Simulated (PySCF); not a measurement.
Species: C₅H₃O₂S (charge -1).
SMILES with atom numbers: `[O:1]=[CH:2][c:3]1[cH:4][cH:5][s:6][c:7]1[O-:8]`

Structure used (GFN2-xTB), in Å, numbered top down from 1:
```xyz
11
C5H3O2S angstrom
O     -2.1186   -1.6564   -0.2939
C     -1.7523   -0.4900   -0.1510
C     -0.4269   -0.0148   -0.0272
C      0.7453   -0.8310   -0.0475
C      1.8986   -0.1578    0.0867
S      1.6596    1.5667    0.2533
C     -0.1677    1.3647    0.1310
O     -0.9023    2.3338    0.1912
H     -2.5124    0.3219   -0.1086
H      0.6777   -1.9003   -0.1628
H      2.9044   -0.5342    0.1028
```

Probes without a nucleus sit at each ring's centroid and 1 Å off its mean plane on both sides; NICS is minus the shielding there, NICSzz its component along the normal. Level: GIAO PBE0/pcSseg-1 (PySCF, non-relativistic, gas phase) on the GFN2-xTB geometry, one conformer.

Ring bond lengths (Å), with Mayer bond orders in brackets: C3–C4 1.428 (1.16), C4–C5 1.342 (1.66), C5–S6 1.749 (1.05), S6–C7 1.843 (0.95), C7–C3 1.413 (1.17).

Q: What do the NICS probes read (ppm)?

A: 
| ring | type | NICS(0) | NICS(1), two faces | NICS(1)zz, two faces | rms pucker (Å) | centre to ring atoms, mean (Å) |
| --- | --- | --- | --- | --- | --- | --- |
| C3–C4–C5–S6–C7 | 5-membered ring with S; formal bonds all aromatic | -7.5 | -6.1 / -6.1 | -10.0 / -10.0 | 0.00 | 1.32 |

Q: What do they say, and how far can they be read as aromaticity?

A: 
- C3–C4–C5–S6–C7: mean NICS(1)zz -10.0 ppm, shielded. That is too small in size for a clear verdict by the NICS criterion.

Q: What does the geometric index give? HOMA = 1 − mean of α(R − Ropt)² over the ring bonds, with Krygowski's 1993 parameters (CC: Ropt 1.388 Å, α 257.7 Å⁻²; CS: Ropt 1.677 Å, α 94.09 Å⁻²).

A: 
- C3–C4–C5–S6–C7: HOMA 0.16; the largest term is that of S6–C7, α(R − Ropt)² = 2.58.

Q: List the ring angles and the Hirshfeld charges of the ring atoms.

A: 
- C3–C4–C5–S6–C7: C3 114.1° (-0.122 e), C4 114.7° (-0.099 e), C5 112.7° (-0.145 e), S6 91.2° (-0.095 e), C7 107.2° (+0.065 e); sum 540.0° against 540° for a flat convex ring.

Q: What are the shieldings of the ring atoms and their hydrogens in the same run (means over atoms taken as equivalent)?

A: 
| atoms | environment | σ isotropic (ppm) |
| --- | --- | --- |
| C3 | substituted aromatic carbon | 74.1 |
| C4 | aromatic CH carbon | 60.7 |
| C5 | aromatic CH next to a ring sulfur | 83.6 |
| S6 | thiophene-type sulfur | 319.0 |
| C7 | aromatic carbon bearing oxygen | -6.6 |
| H10 | aromatic hydrogen | 25.06 |
| H11 | aromatic hydrogen | 26.87 |

Hardware: an AMD EPYC 9R14 with one thread, shared host with 96 logical CPUs at a one-minute load of 12. Cost: 12 s wall, 0.72 GiB resident at most. This is the whole shielding run at PBE0/pcSseg-1, SCF included.
